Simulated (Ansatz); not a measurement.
Consider the formal exchange of groups at the Al–F bond: `[F][AlH][NH][SiH3]` + `F[SiH3]` → `F[SiH2][AlH][NH][SiH3]` + H–F.

Computed with Ansatz on PBE0-D4/def2-TZVP structures; ΔE is electronic, products minus reactants. CBS: MP2 limit from def2 TZ/QZ plus the TZ coupled-cluster correction, frozen cores. This one scheme is used for every species. Functionals use def2-TZVPP. B3LYP here is the variant with VWN-RPA as its local correlation; programs differ in this. One conformer a species, not always the lowest.

`[F][AlH][NH][SiH3]`:

Z-matrix (Å, degrees):
```
Si
N 1 1.727
H 1 1.486 2 106.9
H 1 1.489 2 112.2 3 -119.5
H 1 1.489 2 112.2 3 119.5
Al 2 1.771 1 128.3 3 -0.0
H 2 1.012 1 115.1 3 -179.8
F 6 1.650 2 117.2 1 -179.6
H 6 1.567 2 123.0 1 0.4
```

`F[SiH3]`:

Z-matrix (Å, degrees):
```
Si
F 1 1.600
H 1 1.482 2 108.3
H 1 1.482 2 108.3 3 -120.0
H 1 1.482 2 108.3 3 120.0
```

`F[SiH2][AlH][NH][SiH3]`:

Cartesian coordinates in Å:
```
F -0.624 -2.421 0.782
Si -1.501 -1.622 -0.312
Al -1.252 0.815 0.008
N 0.395 1.459 0.232
Si 1.899 0.608 0.187
H -2.910 -2.081 -0.146
H -1.055 -2.083 -1.658
H -2.450 1.855 0.020
H 0.474 2.455 0.395
H 1.594 -0.794 -0.197
H 2.832 1.197 -0.814
H 2.598 0.611 1.502
```

H–F:

```xyz
2

F     0.175    0.424   -0.035
H    -0.175   -0.424    0.035
```

```csv
level,ΔE (kJ/mol)
PBE0-D4,178.1
B3LYP-D4,196.7
ωB97X-V,196.8
PBE0,184.1
B3LYP,207.0
CCSD(T)/def2-TZVPP,197.5
SCS-MP2/def2-QZVPP,211.2
HF/CBS(def2),226.9
```

**Question.** What does CCSD(T)/CBS give? (Estimate.)

**Answer.** Ansatz gave: +196.5 kJ/mol. The listed levels differ from it by -18.4, 0.2, 0.3, -12.4, 10.5, 1.0, 14.7, 30.4 kJ/mol.

Largest T1 diagnostic among the species: 0.012.

From PBE to PBE0 (25 % exact exchange), in def2-TZVPP and without D4, ΔE moves by +4.8 kJ/mol. In def2-TZVPP, CCSD(T) changes the Hartree–Fock value by −26.2 kJ/mol (the triples alone add −3.8 kJ/mol) and MP2 by −16.9 kJ/mol.
